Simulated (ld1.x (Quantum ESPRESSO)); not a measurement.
**Building the TM potential for Rb (PBE, scalar-relativistic).**

Rb, norm-conserving Troullier–Martins (Kleinman–Bylander form), made with ld1.x (Quantum ESPRESSO) 7.5 (PBE, scalar-relativistic). Core [Kr], reference 4d0 5s0 5p1. Waves: 5s (bound, empty): rc 4.60 bohr; 5p (bound): rc 3.45 bohr; 4d (bound, empty): rc 4.20 bohr. Local part: all-electron potential smoothed inside 3.75 bohr (lloc = -2). Core correction: a·sin(br)/r model core inside 1.70 bohr.

Calculated quality:

* Cutoffs needed: 6 Ry and 10 Ry (the cutoffs (Ry, on a coarse ladder) from which the occupation-weighted sum of valence levels, in a spherical-Bessel basis at the reference potential, stays within 10 and 1 mRy of its value at 400 Ry)
* Ghost test: no extra level below or beside the all-electron valence levels (s, p, d, f tested) (spherical-Bessel basis up to 400 Ry, 20 bohr box)
* Largest excitation error: -3.8 meV (all-electron minus pseudo) for 4d0 5s1 5p0, out of 4 test configurations

Generation and tests took about 1 s on one core of a shared server CPU.
